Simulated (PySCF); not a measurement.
Species: W(NH)2(NMe2)2, C4H14N4W (singlet state).
Geometry (PBE0-D3(BJ)/def2-SVP, Å), atoms numbered from 1 in this order:
```
atom  x, y, z in Å
W1     0.7825   -0.0032    0.6563
N2     0.5439    0.0389    2.4047
H3     0.8190    0.0564    3.3806
N4     2.4486   -0.0443    0.0770
H5     3.4597   -0.0652    0.1542
N6    -0.0429    1.6201   -0.0888
C7    -1.1536    2.3063    0.5292
C8     0.3844    2.2428   -1.3202
H9    -0.9055    3.3691    0.7191
H10   -1.4139    1.8415    1.4893
H11   -2.0525    2.2874   -0.1173
H12    1.2581    1.7244   -1.7367
H13   -0.4193    2.2290   -2.0818
H14    0.6616    3.3023   -1.1526
N15   -0.1068   -1.6240   -0.0188
C16    0.2751   -2.2848   -1.2456
C17   -1.2247   -2.2629    0.6351
H18    0.5125   -3.3515   -1.0632
H19    1.1625   -1.8101   -1.6851
H20   -0.5393   -2.2520   -1.9954
H21   -1.4472   -1.7747    1.5930
H22   -2.1376   -2.2254    0.0091
H23   -1.0075   -3.3306    0.8362
```

Computed with PySCF 2.14.0, density-fitted response routines, TDDFT B3LYP/def2-SVPD, vertical, gas phase, core orbitals frozen in the response, def2 core potentials past Kr. Spin–orbit coupling is left out.

Ground-to-excited transition dipoles (e·a0, same axes as the geometry; the sign carries no meaning), for the states with f of 0.002 or more among the lowest 10:

```
state  E (hartree)      μx      μy      μz
   S1       0.1527   0.160  -0.043  -0.183
   S2       0.1662  -0.030  -0.916   0.030
   S5       0.1889   0.012   0.450  -0.003
   S6       0.1901  -0.324   0.006  -0.261
   S7       0.1925   0.001  -0.294   0.000
   S8       0.1943   0.012   0.662  -0.011
  S10       0.2012  -0.020  -0.859   0.028
```

Problem. Work out the oscillator strengths.

Solution. f = (2/3) ΔE |μ|² with ΔE in hartree (27.2114 eV).

```json
{"state": "S1", "|μ|² (au)": "0.061", "|μ| (D)": "0.63", "f": "0.006"}
{"state": "S2", "|μ|² (au)": "0.841", "|μ| (D)": "2.33", "f": "0.093"}
{"state": "S5", "|μ|² (au)": "0.202", "|μ| (D)": "1.14", "f": "0.025"}
{"state": "S6", "|μ|² (au)": "0.173", "|μ| (D)": "1.06", "f": "0.022"}
{"state": "S7", "|μ|² (au)": "0.086", "|μ| (D)": "0.75", "f": "0.011"}
{"state": "S8", "|μ|² (au)": "0.439", "|μ| (D)": "1.68", "f": "0.057"}
{"state": "S10", "|μ|² (au)": "0.739", "|μ| (D)": "2.19", "f": "0.099"}
```

Problem. Which bond between heavy atoms lies closest to the direction of the S10 transition dipole?

Solution. W1–N6 and W1–N15, at 34° from it; next N15–C17 and N6–C8 at 62°.

Problem. What angle do the transition dipoles of S2 and S7 make?

Solution. |cos θ| = |μa·μb| / (|μa| |μb|) = 1.00, so θ ≈ 3° (taken between 0 and 90°, since the signs are arbitrary).

Problem. What peak molar absorption coefficient would the strongest computed level give as a lone Gaussian band 0.4 eV wide at half height?

Solution. ε(max) = 2.175×10⁸ f / FWHM, with the width in cm⁻¹. S10: 2.175×10⁸ × 0.0992 / 3226 ≈ 6700 L mol⁻¹ cm⁻¹.
